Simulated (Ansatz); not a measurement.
Stepwise reaction of `C=C[Si](O)(O)O` with ammonia, as a gas-phase model of exchange steps in deposition or etching. ΔE in kJ/mol.

Gas-phase electronic energies from Ansatz, PBE0-D4/def2-TZVP geometries. CBS: MP2 limit from def2 TZ/QZ plus the TZ coupled-cluster correction, frozen cores. This one scheme is used for every species. DFT in def2-TZVPP. B3LYP here is the variant with VWN-RPA as its local correlation; programs differ in this. Each species was taken in one conformer, which may not be the lowest.

```csv
step,reaction,PBE-D4,B3LYP-D4,ωB97M-V,CCSD(T)/CBS
1,`C=C[Si](O)(O)O` + NH₃ → `C=C[Si](N)(O)O` + H₂O,46.8,50.3,50.0,47.7
2,`C=C[Si](N)(O)O` + NH₃ → `C=C[Si](N)(N)O` + H₂O,42.5,46.3,46.3,43.4
```

**Question.** By hand: ΔE of the 2 steps together at CCSD(T)/CBS.

**Answer.** (47.7) + (43.4) = 91.1 kJ/mol, or 45.5 kJ/mol a step.

In ΔE the steps differ by no more than 4.3 kJ/mol. All are uphill at CCSD(T)/CBS. PBE-D4 differs from CCSD(T)/CBS by -0.9 to -0.9 kJ/mol a step. Isolated molecules leave out the surface, adducts and barriers. Largest T1 diagnostic: 0.012.
